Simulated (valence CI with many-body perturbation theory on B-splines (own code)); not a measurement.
**Tl⁷⁶⁺: calculated level list**

Computed by valence CI with perturbative core correlation (CI+MBPT): three valence electrons over a frozen Dirac-Fock core [He], a basis of 11 s, 11 p, 10 d, 8 f, 5 g, 2 h functions for each j, with the one-electron correlation potential Σ1, the two-electron term Σ2, the three-electron term Σ3, Breit, model QED; selected CI, second order for the rest, scaled by the run's own slope (own B-spline code, finite nucleus).

No measured spectrum was set against this ion. As an estimate, large intervals hold to a few tenths of a per cent, small ones and those within an open d or f shell to about a per cent.

Levels 91 to 135 of 165, with energies above the lowest level, (2s^2 2p1/2) J=1/2. "Leading %" is the weight of the configuration and term that name the level; weights of strongly mixed levels are sums over their largest components and can fall short. In the jj column 3d3/2^4 stands for four electrons in 3d with j = 3/2. Lifetimes count E1, E2, E3, M1 and M2 decay at the calculated energies, and are blank where another channel may lead or the interval is too uncertain; long ones can be off by a factor of two.

| No. | Configuration | Term | J | E (eV) | Leading % | g | Lifetime | Leading jj |
| --- | --- | --- | --- | --- | --- | --- | --- | --- |
| 91 | 2p2.3p | 2P° | 1/2 | 16767 | 87 | 0.608 | 1.56 fs | 2p1/2 2p3/2 3p3/2 (99 %) |
| 92 | 2p2.3d | 2G | 7/2 | 16773 | 56 | 0.986 | 9.14 fs | 2p1/2 2p3/2 3d3/2 (99 %) |
| 93 | 2p2.3d | 2D | 5/2 | 16791 | 38 | 1.106 | 331 as | 2p1/2 2p3/2 3d3/2 (99 %) |
| 94 | 2p2.3d | 2D | 3/2 | 16797 | 47 | 1.092 | 323 as | 2p1/2 2p3/2 3d3/2 (100 %) |
| 95 | 2p2.3d | 2P | 1/2 | 16809 | 39 | 1.564 | 307 as | 2p1/2 2p3/2 3d3/2 (100 %) |
| 96 | 2p2.3d | 4D | 7/2 | 16921 | 46 | 1.288 | 10.5 fs | 2p1/2 2p3/2 3d5/2 (100 %) |
| 97 | 2p2.3d | 2G | 9/2 | 16939 | 65 | 1.156 | 25.8 fs | 2p1/2 2p3/2 3d5/2 (100 %) |
| 98 | 2p2.3d | 2P | 3/2 | 16942 | 41 | 1.302 | 564 as | 2p1/2 2p3/2 3d5/2 (100 %) |
| 99 | 2p2.3d | 2F | 5/2 | 16943 | 44 | 1.117 | 464 as | 2p1/2 2p3/2 3d5/2 (100 %) |
| 100 | 2p2.3d | 2D | 5/2 | 16962 | 55 | 1.253 | 294 as | 2p1/2 2p3/2 3d5/2 (99 %) |
| 101 | 2p2.3d | 2F | 7/2 | 16969 | 71 | 1.120 | 272 as | 2p1/2 2p3/2 3d5/2 (99 %) |
| 102 | 2p2.3d | 2D | 3/2 | 16979 | 57 | 0.954 | 400 as | 2p1/2 2p3/2 3d5/2 (100 %) |
| 103 | 2p2.3d | 2P | 1/2 | 16985 | 56 | 1.237 | 384 as | 2p1/2 2p3/2 3d5/2 (100 %) |
| 104 | 2s2.4s | 2S | 1/2 | 17719 | 98 | 1.988 | 3.30 fs | 2s^2 4s (98 %) |
| 105 | 2s2.4p | 2P° | 1/2 | 17760 | 98 | 0.652 | 5.83 fs | 2s^2 4p1/2 (98 %) |
| 106 | 2s.2p.4s | 4P° | 1/2 | 17927 | 77 | 2.196 | 3.57 fs | 2s 2p1/2 4s (100 %) |
| 107 | 2s.2p.4s | 4P° | 3/2 | 17961 | 57 | 1.517 | 3.46 fs | 2s 2p1/2 4s (99 %) |
| 108 | 2s.2p.4p | 4D | 1/2 | 17964 | 66 | 0.405 | 2.97 fs | 2s 2p1/2 4p1/2 (100 %) |
| 109 | 2s.2p.4s | 2P° | 1/2 | 17971 | 87 | 0.842 | 3.67 fs | 2s 2p1/2 4s (100 %) |
| 110 | 2s.2p.4p | 4D | 3/2 | 17997 | 39 | 1.074 | 1.89 fs | 2s 2p1/2 4p1/2 (99 %) |
| 111 | 2s.2p.4p | 4P | 1/2 | 18012 | 41 | 1.747 | 3.48 fs | 2s 2p1/2 4p1/2 (100 %) |
| 112 | 2s2.4p | 2P° | 3/2 | 18034 | 97 | 1.326 | 9.42 fs | 2s^2 4p3/2 (97 %) |
| 113 | 2s2.4d | 2D | 3/2 | 18059 | 98 | 0.791 | 922 as | 2s^2 4d3/2 (98 %) |
| 114 | 2s2.4d | 2D | 5/2 | 18132 | 98 | 1.190 | 984 as | 2s^2 4d5/2 (98 %) |
| 115 | 2s2.4f | 2F° | 5/2 | 18145 | 98 | 0.846 | 1.90 fs | 2s^2 4f5/2 (98 %) |
| 116 | 2s2.4f | 2F° | 7/2 | 18180 | 98 | 1.133 | 1.98 fs | 2s^2 4f7/2 (98 %) |
| 117 | 2p2.3s | 4P | 5/2 | 18207 | 66 | 1.422 | 4.75 fs | 2p3/2^2 3s (100 %) |
| 118 | 2p2.3s | 2P | 3/2 | 18220 | 55 | 1.147 | 1.86 fs | 2p3/2^2 3s (100 %) |
| 119 | 2s.2p.4p | 4P | 3/2 | 18240 | 30 | 1.360 | 4.25 fs | 2s 2p1/2 4p3/2 (100 %) |
| 120 | 2s.2p.4d | 4F° | 3/2 | 18262 | 58 | 0.686 | 1.64 fs | 2s 2p1/2 4d3/2 (100 %) |
| 121 | 2s.2p.4p | 2P | 1/2 | 18269 | 26 | 1.497 | 2.13 fs | 2s 2p1/2 4p3/2 (75 %) |
| 122 | 2s.2p.4p | 2D | 5/2 | 18277 | 42 | 1.308 | 10.1 fs | 2s 2p1/2 4p3/2 (100 %) |
| 123 | 2s.2p.4p | 2D | 3/2 | 18278 | 39 | 1.274 | 2.67 fs | 2s 2p1/2 4p3/2 (100 %) |
| 124 | 2p2.3s | 2S | 1/2 | 18289 | 68 | 1.973 | 2.90 fs | 2p3/2^2 3s (100 %) |
| 125 | 2s.2p.4d | 4F° | 5/2 | 18297 | 39 | 0.994 | 2.71 fs | 2s 2p1/2 4d3/2 (99 %) |
| 126 | 2s.2p.4d | 4D° | 1/2 | 18302 | 46 | 0.477 | 567 as | 2s 2p1/2 4d3/2 (89 %) |
| 127 | 2s.2p.4d | 2D° | 3/2 | 18303 | 26 | 1.035 | 857 as | 2s 2p1/2 4d3/2 (100 %) |
| 128 | 2p2.4s | 4P | 1/2 | 18304 | 34 | 1.836 | 3.22 fs | 2p1/2^2 4s (74 %) |
| 129 | 2p2.3p | 4P° | 3/2 | 18308 | 28 | 1.416 | 917 as | 2p3/2^2 3p1/2 (100 %) |
| 130 | 2p2.3p | 2D° | 5/2 | 18309 | 38 | 1.157 | 914 as | 2p3/2^2 3p1/2 (100 %) |
| 131 | 2p2.4p | 2P° | 1/2 | 18332 | 41 | 0.631 | 3.77 fs | 2p1/2^2 4p1/2 (88 %) |
| 132 | 2s.2p.4d | 4D° | 5/2 | 18338 | 27 | 1.236 | 981 as | 2s 2p1/2 4d5/2 (100 %) |
| 133 | 2s.2p.4f | 4G | 5/2 | 18349 | 44 | 0.840 | 1.93 fs | 2s 2p1/2 4f5/2 (100 %) |
| 134 | 2s.2p.4d | 2F° | 7/2 | 18373 | 42 | 1.218 | 976 as | 2s 2p1/2 4d5/2 (100 %) |
| 135 | 2s.2p.4d | 2F° | 5/2 | 18377 | 37 | 1.149 | 982 as | 2s 2p1/2 4d5/2 (100 %) |
